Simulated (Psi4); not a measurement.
Relaxed torsion scan: SMILES OB(O)[SiH2][SiH2]Cl. Scanned: dihedral H7–O1–B2–Si4; all other coordinates were relaxed at GFN2-xTB. Points at φ and −φ are mirror images. Heavy atoms are numbered in the order of the SMILES OB(O)[SiH2][SiH2]Cl, hydrogens after them in the order of the atoms that carry them; the mirror image has the same energies with the sign of each dihedral reversed.

- PBE/def2-TZVP // GFN2-xTB (Psi4)
- PBE-D3(BJ)/def2-TZVP // GFN2-xTB (Psi4)
- MP2/cc-pVTZ = DF-MP2 (frozen core)/cc-pVTZ // GFN2-xTB (Psi4 1.11)

Energies relative to the lowest point of each profile, in kcal/mol; the last columns give the difference from MP2:

```json
[
 {"φ / °": "-160", "PBE/def2-TZVP": "5.4", "PBE-D3(BJ)/def2-TZVP": "5.6", "MP2/cc-pVTZ": "4.9", "PBE/def2-TZVP − MP2/cc-pVTZ": "0.5", "PBE-D3(BJ)/def2-TZVP − MP2/cc-pVTZ": "0.7"},
 {"φ / °": "-140", "PBE/def2-TZVP": "7.2", "PBE-D3(BJ)/def2-TZVP": "7.2", "MP2/cc-pVTZ": "6.7", "PBE/def2-TZVP − MP2/cc-pVTZ": "0.5", "PBE-D3(BJ)/def2-TZVP − MP2/cc-pVTZ": "0.6"},
 {"φ / °": "-120", "PBE/def2-TZVP": "9.5", "PBE-D3(BJ)/def2-TZVP": "9.4", "MP2/cc-pVTZ": "9.1", "PBE/def2-TZVP − MP2/cc-pVTZ": "0.4", "PBE-D3(BJ)/def2-TZVP − MP2/cc-pVTZ": "0.4"},
 {"φ / °": "-100", "PBE/def2-TZVP": "10.7", "PBE-D3(BJ)/def2-TZVP": "10.6", "MP2/cc-pVTZ": "10.4", "PBE/def2-TZVP − MP2/cc-pVTZ": "0.3", "PBE-D3(BJ)/def2-TZVP − MP2/cc-pVTZ": "0.2"},
 {"φ / °": "-80", "PBE/def2-TZVP": "9.1", "PBE-D3(BJ)/def2-TZVP": "9.1", "MP2/cc-pVTZ": "9.1", "PBE/def2-TZVP − MP2/cc-pVTZ": "0.0", "PBE-D3(BJ)/def2-TZVP − MP2/cc-pVTZ": "0.0"},
 {"φ / °": "-60", "PBE/def2-TZVP": "5.7", "PBE-D3(BJ)/def2-TZVP": "5.7", "MP2/cc-pVTZ": "5.8", "PBE/def2-TZVP − MP2/cc-pVTZ": "-0.1", "PBE-D3(BJ)/def2-TZVP − MP2/cc-pVTZ": "-0.1"},
 {"φ / °": "-40", "PBE/def2-TZVP": "2.5", "PBE-D3(BJ)/def2-TZVP": "2.5", "MP2/cc-pVTZ": "2.6", "PBE/def2-TZVP − MP2/cc-pVTZ": "-0.1", "PBE-D3(BJ)/def2-TZVP − MP2/cc-pVTZ": "-0.1"},
 {"φ / °": "-20", "PBE/def2-TZVP": "0.6", "PBE-D3(BJ)/def2-TZVP": "0.6", "MP2/cc-pVTZ": "0.6", "PBE/def2-TZVP − MP2/cc-pVTZ": "0.0", "PBE-D3(BJ)/def2-TZVP − MP2/cc-pVTZ": "0.0"},
 {"φ / °": "0", "PBE/def2-TZVP": "0.0", "PBE-D3(BJ)/def2-TZVP": "0.0", "MP2/cc-pVTZ": "0.0", "PBE/def2-TZVP − MP2/cc-pVTZ": "0.0", "PBE-D3(BJ)/def2-TZVP − MP2/cc-pVTZ": "0.0"},
 {"φ / °": "20", "PBE/def2-TZVP": "0.6", "PBE-D3(BJ)/def2-TZVP": "0.6", "MP2/cc-pVTZ": "0.6", "PBE/def2-TZVP − MP2/cc-pVTZ": "0.0", "PBE-D3(BJ)/def2-TZVP − MP2/cc-pVTZ": "0.0"},
 {"φ / °": "40", "PBE/def2-TZVP": "2.5", "PBE-D3(BJ)/def2-TZVP": "2.5", "MP2/cc-pVTZ": "2.6", "PBE/def2-TZVP − MP2/cc-pVTZ": "-0.1", "PBE-D3(BJ)/def2-TZVP − MP2/cc-pVTZ": "-0.1"},
 {"φ / °": "60", "PBE/def2-TZVP": "5.7", "PBE-D3(BJ)/def2-TZVP": "5.7", "MP2/cc-pVTZ": "5.8", "PBE/def2-TZVP − MP2/cc-pVTZ": "-0.1", "PBE-D3(BJ)/def2-TZVP − MP2/cc-pVTZ": "-0.1"},
 {"φ / °": "80", "PBE/def2-TZVP": "9.1", "PBE-D3(BJ)/def2-TZVP": "9.1", "MP2/cc-pVTZ": "9.1", "PBE/def2-TZVP − MP2/cc-pVTZ": "0.0", "PBE-D3(BJ)/def2-TZVP − MP2/cc-pVTZ": "0.0"},
 {"φ / °": "100", "PBE/def2-TZVP": "10.7", "PBE-D3(BJ)/def2-TZVP": "10.6", "MP2/cc-pVTZ": "10.4", "PBE/def2-TZVP − MP2/cc-pVTZ": "0.3", "PBE-D3(BJ)/def2-TZVP − MP2/cc-pVTZ": "0.2"},
 {"φ / °": "120", "PBE/def2-TZVP": "9.5", "PBE-D3(BJ)/def2-TZVP": "9.4", "MP2/cc-pVTZ": "9.1", "PBE/def2-TZVP − MP2/cc-pVTZ": "0.4", "PBE-D3(BJ)/def2-TZVP − MP2/cc-pVTZ": "0.4"},
 {"φ / °": "140", "PBE/def2-TZVP": "7.2", "PBE-D3(BJ)/def2-TZVP": "7.2", "MP2/cc-pVTZ": "6.7", "PBE/def2-TZVP − MP2/cc-pVTZ": "0.5", "PBE-D3(BJ)/def2-TZVP − MP2/cc-pVTZ": "0.6"},
 {"φ / °": "160", "PBE/def2-TZVP": "5.4", "PBE-D3(BJ)/def2-TZVP": "5.6", "MP2/cc-pVTZ": "4.9", "PBE/def2-TZVP − MP2/cc-pVTZ": "0.5", "PBE-D3(BJ)/def2-TZVP − MP2/cc-pVTZ": "0.7"},
 {"φ / °": "180", "PBE/def2-TZVP": "4.9", "PBE-D3(BJ)/def2-TZVP": "5.3", "MP2/cc-pVTZ": "4.5", "PBE/def2-TZVP − MP2/cc-pVTZ": "0.4", "PBE-D3(BJ)/def2-TZVP − MP2/cc-pVTZ": "0.7"}
]
```

PBE/def2-TZVP is furthest from MP2/cc-pVTZ at -140 (0.5 kcal/mol, above); its mean absolute difference over the points is 0.2 kcal/mol.

PBE-D3(BJ)/def2-TZVP is furthest from MP2/cc-pVTZ at 180 (0.7 kcal/mol, above); its mean absolute difference over the points is 0.3 kcal/mol.
